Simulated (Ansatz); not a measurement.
Z-matrix (Å, degrees):
```
Si
C 1 1.886
H 1 1.488 2 110.2
H 1 1.486 2 109.7 3 120.2
H 1 1.488 2 110.2 3 -119.7
C 2 1.505 1 112.2 3 59.8
H 2 1.094 1 108.4 3 -178.0
H 2 1.094 1 108.4 3 -62.4
Br 6 1.958 2 112.4 1 180.0
H 6 1.089 2 112.5 1 -61.9
H 6 1.089 2 112.5 1 61.8
```

Total charge 0; spin multiplicity 1.

List the CAM-B3LYP/def2-TZVPP orbital energies in eV (Ansatz 0.2.0). (An estimate is asked.)

The calculation gave: Occupied: -13140.64, -1801.02, -1702.12, -1533.90, -1533.80, -1533.80, -280.54, -279.04, -238.21, -179.19, -178.89, -178.89, -145.62, -100.94, -100.94, -100.94, -73.51, -73.43, -73.42, -73.18, -73.18, -24.74, -22.22, -19.16, -16.68, -15.18, -13.32, -12.93, -12.42, -11.26, -11.17, -10.38, -9.25, -9.21. Lowest empty: 0.81, 1.36, 2.25, 2.31, 2.76, 2.96, 3.30, 3.50.
